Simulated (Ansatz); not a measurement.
Coupled-cluster run, CH$_{5}$BrGeO (`C[O][GeH2][Br]`).

```yaml
crystal:
  periodic: [false, false, false]
  atoms:
    - {symbol: C, position_ang: [0.511710, 1.324184, 0.215358]}
    - {symbol: O, position_ang: [0.742399, -0.054982, 0.399934]}
    - {symbol: Ge, position_ang: [-0.480229, -1.175891, -0.217004]}
    - {symbol: Br, position_ang: [0.328032, -3.256242, 0.284394]}
    - {symbol: H, position_ang: [0.442924, 1.594951, -0.846467]}
    - {symbol: H, position_ang: [-0.402429, 1.663265, 0.720202]}
    - {symbol: H, position_ang: [1.357229, 1.862370, 0.648162]}
    - {symbol: H, position_ang: [-1.811620, -0.965274, 0.521736]}
    - {symbol: H, position_ang: [-0.599415, -1.038780, -1.743414]}
basis:
  gaussian: {orbitals: def2-TZVPP}
correlation: {method: ccsd_t}
output: {orbitals: {seedname: orbitals}}
```

```sh
$ ansatz run in.yaml --threads 4 --pin off --events-out ev --progress --plain --max-ram 10444MiB
```

Log, shortened:

```
Functional definition: HF
1420 factors; integrals over basis functions are off by at most 1.0e-3 eV
mean field evaluation 1: about -129619.1995 eV, gradient 3.5e1 eV
mean field evaluation 2: about -129619.4017 eV, gradient 3.5e1 eV
mean field evaluation 4: about -129622.1408 eV, gradient 3.7e0 eV
mean field evaluation 8: about -129622.1880 eV, gradient 2.3e-1 eV
mean field -129622.18826527 eV, -4763.5275576737 hartree, gradient 3.7e-6 eV, S^2 0.000000; 0 other end points of the search recorded, 0 dependent functions left out
20 core orbitals not correlated: weight in the atoms' cores, before any rotation towards them, 1.000 or more for the frozen orbitals, at most 0.000 for the correlated occupied ones
reference -129622.18826527 eV, -4763.5275576737 hartree; 23, 23 occupied and 185, 185 virtual orbitals, 1420 factors
second order -25.65924342 eV of doubles, -0.00000000 eV of singles
cycle   1  -25.54802540 eV  change    1.1e-1 eV  update   1.1e-1
cycle   2  -26.22731192 eV  change   -6.8e-1 eV  update   3.1e-2
cycle   3  -26.34355013 eV  change   -1.2e-1 eV  update   1.5e-2
cycle   4  -26.32718334 eV  change    1.6e-2 eV  update   3.4e-3
cycle   5  -26.32619383 eV  change    9.9e-4 eV  update   1.6e-3
cycle   6  -26.32704076 eV  change   -8.5e-4 eV  update   4.5e-4
cycle   7  -26.32677799 eV  change    2.6e-4 eV  update   1.8e-4
cycle   8  -26.32675770 eV  change    2.0e-5 eV  update   5.8e-5
cycle   9  -26.32678801 eV  change   -3.0e-5 eV  update   2.1e-5
perturbative correction -0.94523299 eV, -0.0347366718 hartree
Total energy: -129649.46028627 eV, -4764.5297859600 hartree
```

It took 2.8 min on 4 threads of an AMD EPYC 7B13 on a shared host, with 4.1 GiB of host memory at the peak.

The correlation energy is -27.272 eV, 3.5 % of it from (T); the T1 diagnostic reads 0.0099.
